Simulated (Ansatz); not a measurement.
Two structures of BH2Cl3F2, closed shell, reached by relaxing down either side of one saddle point (PBE0-D4/def2-TZVP). Energies are electronic, without zero-point energy. Ansatz 0.2.0; basis: def2-TZVPP and def2-QZVPP; cores frozen in the correlated methods. Extrapolation: Hartree–Fock as exp(−7.88 √X), correlation as X^−2.97. First:

B1  (-0.098, -1.424, 0.207)
Cl2  (1.543, -0.897, -0.176)
Cl3  (-0.901, -2.510, -0.865)
Cl4  (-0.806, -0.933, 1.709)
H5  (-0.605, 1.529, -0.585)
F6  (-1.158, 0.908, -1.009)
H7  (1.242, 1.257, 0.389)
F8  (0.783, 2.069, 0.331)
(Å)

Second:

```
8
angstrom
B -1.0430 -1.0474 -0.0320
Cl 2.2211 -0.3849 -0.0218
Cl -0.9396 -2.4753 -1.0009
Cl -1.1233 -1.0870 1.6976
H -0.2715 1.7664 -0.1753
F -1.1313 0.1309 -0.6413
H 1.8183 0.8351 0.0920
F 0.4692 2.2622 0.0817
```

Task: Which bonds change from the first to the second?

Result: BCl₃ ([Cl][B]([Cl])[Cl]) + HF + HF → BCl₂F ([F][B]([Cl])[Cl]) + HCl + HF; bonds formed: B1–F6, Cl2–H7, H5–F8; bonds broken: B1–Cl2, H5–F6, H7–F8.

Task: Give the saddle point's structure and its height above each. (To be estimated.)

Result: The calculation gives: 0.462 eV above the first and 0.944 eV above the second (CCSD(T) at an estimated basis limit (MP2 extrapolated from triple and quadruple zeta, plus CCSD(T) − MP2 in triple zeta)).
```xyz
8
angstrom
B -0.4061 -0.8917 0.0390
Cl 1.5304 -0.5636 0.0384
Cl -0.7901 -2.2096 -1.0846
Cl -0.9784 -1.0317 1.7240
H -0.2699 1.3087 -0.2756
F -0.9455 0.3947 -0.5312
H 1.2385 1.0576 0.0933
F 0.6209 1.9357 -0.0032
```

No T1 diagnostic of these runs exceeds 0.011.

Labels in which every atom is bracketed show which atoms are joined, not bond orders.

For scale, one of the runs: CCSD(T)/def2-TZVPP, 247 basis functions, launched by `ansatz run in.yaml --threads 8 --pin off --events-out ev --progress --plain --max-ram 19148MiB`. The run took 110 s on 8 CPU threads of an Arm Neoverse V2 (shared host), with 5.2 GiB of host memory at its peak.
